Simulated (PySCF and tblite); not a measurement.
C5H9GeNO, numbered as in [CH3:1][n:2]1[cH:3][cH:4][c:5]([O:6][GeH3:7])[cH:8]1.

Level: PBE0-D3(BJ)/pcSseg-1//GFN2-xTB, thermal terms from GFN2-xTB, symmetry numbers and mirror pairs counted. Conformers within 2.5 kcal/mol (GFN2-xTB free energy) were kept, 4 at most. GIAO shieldings: PBE0/pcSseg-1. Shifts are against TMS (¹H), TMS (¹³C), NH3 (¹⁵N) at the same level. Programs: PySCF with density fitting and tblite.

Torsions listed: C4–C5–O6–Ge7.

```
conformer  shape  symmetry  E(GFN2) kcal/mol  E(DFT) kcal/mol
        1     1°        Cs              0.00             0.00
        2  -178°        Cs              0.21             0.24
```

**Question.** How much do the weights at 298.15 K and the averaged shift of C8 depend on how the conformers are weighted?

**Answer.** 
```json
{"weighting": "DFT energy with thermal terms, symmetry and mirror images (full scheme)", "1 (%)": "62", "2 (%)": "38", "δ (ppm)": "107.5", "rms dipole (D)": "2.18"}
{"weighting": "DFT energy with symmetry and mirror images", "1 (%)": "60", "2 (%)": "40", "δ (ppm)": "107.4", "rms dipole (D)": "2.20"}
{"weighting": "bare DFT energy", "1 (%)": "60", "2 (%)": "40", "δ (ppm)": "107.4", "rms dipole (D)": "2.20"}
{"weighting": "GFN2-xTB energy with symmetry and mirror images", "1 (%)": "59", "2 (%)": "41", "δ (ppm)": "107.3", "rms dipole (D)": "2.21"}
{"weighting": "GFN2-xTB free energy", "1 (%)": "61", "2 (%)": "39", "δ (ppm)": "107.4", "rms dipole (D)": "2.19"}
{"weighting": "leading conformer alone", "1 (%)": "100", "2 (%)": "0", "δ (ppm)": "109.7", "rms dipole (D)": "1.71"}
{"weighting": "equal weights", "1 (%)": "50", "2 (%)": "50", "δ (ppm)": "106.8", "rms dipole (D)": "2.31"}
```

The largest departure from the full scheme, 2.2 ppm, comes with: leading conformer alone.

Spin–orbit effects of the heavy atoms on shieldings are missing.


¹⁵N shifts are against a computed isolated NH3 molecule, about 20 ppm from the liquid.

Conformer gaps in pcSseg-1 on xTB geometries can be 2 kcal/mol off for S=O, P=O and other polar bonds.